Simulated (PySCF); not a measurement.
A structure optimised at PBE-D3(BJ)/def2-SVP, used in a PySCF frequency run:

```
Si
O 1 1.6535
C 2 1.4223 1 124.08
H 3 1.1076 2 107.95 1 -179.19
H 3 1.1121 4 108.64 2 -120.95
H 3 1.1126 4 108.59 5 -117.90
C 1 1.8221 2 111.62 3 -60.18
C 7 1.2282 2 145.89 3 -46.89
H 8 1.0828 6 127.27 3 -179.81
Cl 1 2.0513 2 106.41 3 179.46
Cl 1 2.0698 2 110.27 3 60.22
```

**Question.** Write its SMILES and formula.

**Answer.** C#C[Si](Cl)(Cl)OC, C3H4Cl2OSi

**Question.** What are its rotational constants (standard atomic weights)?

**Answer.** 1.3209, 1.2075, 1.0901 GHz
